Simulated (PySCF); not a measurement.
## Pt⁺ (platinum, charge +1) across methods

[Xe] 4f14 5d8 6s1, high-spin 4F determinant (an excited configuration). Computed with PySCF 2.14 in ANO-RCC-VTZP, with the spin-free X2C one-electron Hamiltonian (Gaussian nucleus).

```
method   E (hartree)  mean ε 5d α (eV)  mean ε 5d β (eV)  mean ε 6s α (eV)  Σ⟨r²⟩ (bohr²)   ⟨S²⟩
  PBE0     -18414.63           -19.011           -17.447           -15.355          51.69  3.751
   PBE     -18414.89           -17.268           -15.827           -14.609          51.97  3.751
   LDA     -18403.39           -17.467           -16.063           -14.912          52.01  3.750
   UHF  -18409.19392           -23.380           -21.354           -16.904          51.60  3.754
```

(1) Estimate the same row for r2SCAN.

Spin-orbit coupling, absent here, splits the open shell strongly.

Answers

(1) E (hartree) = -18414.90; mean ε 5d α (eV) = -17.664; mean ε 5d β (eV) = -16.119; mean ε 6s α (eV) = -14.930; Σ⟨r²⟩ (bohr²) = 51.63; ⟨S²⟩ = 3.752.
